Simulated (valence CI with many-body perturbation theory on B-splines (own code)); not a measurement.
# Pm²¹⁺: input, log and results

Computed by configuration interaction combined with many-body perturbation theory (CI+MBPT): four valence electrons over a frozen Dirac-Fock core [Kr], a basis of 6 s, 6 p, 5 d, 5 f, 1 g functions for each j, with the one-electron correlation potential Σ1 (screened to all orders), the two-electron term Σ2, the three-electron term Σ3, Breit, model QED; selected single and double excitations, second order for the rest, scaled by the run's own slope (own B-spline code, finite nucleus).

Command, and the settings that its task file holds:

```sh
python run_cv.py task.json out
```

```
atom Pm  Z=61  mass_number=145  rms_radius_fm=4.9620
core [Kr]
valence 4d4
avg = 1
basis = S
breit = 1
cap = 10000
capref = 1200
cscale = 1
de = 0.0
dress = 0
ecut = 104.17
eps = 2e-08
extrap = 1
h = 0.27
hh = 1
l2 = 3
lcore = 6
maxit = 60
n2 = 5
natural = 1
nlev = 21
nno = [3, 3, 3, 3, 1]
nroot = 26
nsp = [3, 3, 2, 2, 0]
pt2 = 1
qed = 1
rpa = 1
s1 = 1
s2 = 1
s3 = 1
screen = 1
tol = 2e-05
whole = 1
```

It took 60 s on 1 thread of Intel(R) Xeon(R) Platinum 8259CL CPU @ 2.50GHz (Skylake/Cascade Lake) (shared host).

Log. The first blocks belong to the next ion, which gives the ionisation energy. Fields: 2J, parity (1 odd), roots, reference size, generating configurations, candidates as configurations/state functions, variational space P, stored matrix elements, Davidson steps; e2 is the range of second-order energies in hartree. The first line gives the box (bohr), its intervals, the orbitals and the steps of their self-consistent field. Window is the range of levels sought, series limit the energy at which the first omitted orbital would enter, core excitation an estimate of the first excitation out of the core, left out the lowest levels not solved, and shifts from estimates the range by which levels moved from their first estimate, all in cm⁻¹.

```
rmax 6.8 intervals 60 orbitals 40 references ['4d4', '4d3 4f', '4d3 5s', '4d3 5p', '4d2 4f2'] scf 5 t 2.3
2J=3 par=0 roots 2 ref 38 generators 6 cand 364/955 P 383/993 nnz 0 it 0
2J=3 par=0 roots 2 ref 38 generators 10 cand 460/1106 P 843/2099 nnz 0 it 5
   second order: generators 15 cand 2125/4870 e2 -0.00001 -0.00001
2J=5 par=0 roots 2 ref 44 generators 3 cand 292/955 P 310/999 nnz 0 it 0
2J=5 par=0 roots 2 ref 44 generators 9 cand 493/1330 P 803/2329 nnz 0 it 5
   second order: generators 15 cand 1968/5301 e2 -0.00001 -0.00000
2J=7 par=0 roots 2 ref 38 generators 2 cand 322/945 P 338/983 nnz 0 it 0
2J=7 par=0 roots 2 ref 38 generators 10 cand 459/1275 P 797/2258 nnz 0 it 5
   second order: generators 14 cand 2103/5680 e2 -0.00001 -0.00001
reference levels 845, estimated 32, window 156605 1/cm; series limit 3080601, core excitation 857192
2J=0 par=0 roots 3 ref 28 generators 8 cand 148/306 P 1126/2109 nnz 0 it 3
2J=0 par=0 roots 3 ref 28 generators 10 cand 323/972 P 1449/3081 nnz 1.2e+06 it 4
   second order: generators 14 cand 3364/7348 e2 -0.00002 -0.00001
2J=2 par=0 roots 4 ref 51 generators 8 cand 214/1001 P 748/3547 nnz 2.8e+06 it 5
2J=2 par=0 roots 4 ref 51 generators 11 cand 612/3396 P 1360/6943 nnz 7.5e+06 it 5
   second order: generators 15 cand 3974/24186 e2 -0.00004 -0.00001
2J=4 par=0 roots 6 ref 88 generators 7 cand 131/948 P 503/3466 nnz 2.7e+06 it 5
2J=4 par=0 roots 6 ref 88 generators 12 cand 832/6014 P 1335/9480 nnz 1.5e+07 it 8
   second order: generators 17 cand 3738/34515 e2 -0.00005 -0.00002
2J=6 par=0 roots 5 ref 85 generators 6 cand 104/860 P 448/3340 nnz 2.8e+06 it 5
2J=6 par=0 roots 5 ref 85 generators 10 cand 802/6386 P 1250/9726 nnz 1.7e+07 it 7
   second order: generators 16 cand 3779/41316 e2 -0.00004 -0.00002
2J=8 par=0 roots 6 ref 91 generators 8 cand 145/954 P 533/3497 nnz 2.9e+06 it 4
2J=8 par=0 roots 6 ref 91 generators 12 cand 736/5905 P 1269/9402 nnz 1.5e+07 it 7
   second order: generators 18 cand 4151/45484 e2 -0.00004 -0.00002
2J=10 par=0 roots 2 ref 67 generators 5 cand 134/852 P 584/3401 nnz 2.9e+06 it 4
2J=10 par=0 roots 2 ref 67 generators 8 cand 422/2280 P 1006/5681 nnz 7.2e+06 it 5
   second order: generators 13 cand 3903/39616 e2 -0.00005 -0.00004
2J=12 par=0 roots 2 ref 55 generators 4 cand 180/969 P 747/3496 nnz 2.9e+06 it 4
2J=12 par=0 roots 2 ref 55 generators 8 cand 226/1059 P 973/4555 nnz 4.3e+06 it 4
   second order: generators 12 cand 4431/34735 e2 -0.00004 -0.00003
left out: unestimated 244491, estimated 198563, shifts from estimates -34 to 6
operators 5.1
```

The Davidson iterations converged. The settings are bad on purpose, so the numbers may not be properties of the ion.

No measured levels were compared; by estimate terms of the open shell hold to 2 to 4 % of their energy, and close levels can change places. Only levels of the ground parity were solved; by the run's estimate the other parity begins above the list, which can be wrong where configurations are misplaced.

* Valence energy: -104.4189 hartree
* Ionisation energy: 652.07 eV (NIST: 651 ± 4 eV (theoretical))
* Reference configurations for the orbitals: 4d4, 4d3 4f, 4d3 5s, 4d3 5p, 4d2 4f2
* Radial orbitals: 40
* Box radius: 6.788 bohr
* Largest variational space: 9726
* Lowest levels: (4d3/2^4) J=0 0.000, (4d3/2^3 4d5/2) J=1 3.331, (4d3/2^3 4d5/2) J=2 5.477, (4d3/2^3 4d5/2) J=3 6.700, (4d3/2^3 4d5/2) J=4 6.752, (4d3/2^2 4d5/2^2) J=0 9.707, (4d3/2^2 4d5/2^2) J=4 [a] 10.161, (4d3/2^2 4d5/2^2) J=3 [a] 11.139, (4d3/2^2 4d5/2^2) J=2 [a] 11.334, (4d3/2^2 4d5/2^2) J=5 12.093, (4d3/2^2 4d5/2^2) J=1 12.555, (4d3/2^2 4d5/2^2) J=6 12.964, (4d3/2^2 4d5/2^2) J=4 [b] 13.968, (4d3/2^2 4d5/2^2) J=2 [b] 14.267 eV

Levels are named by their leading jj configuration (3d3/2^4 stands for four electrons in 3d with j = 3/2), which in mixed levels can hold well under half, so a name can repeat and another be missing. Letters in brackets count levels of one name in rising energy.
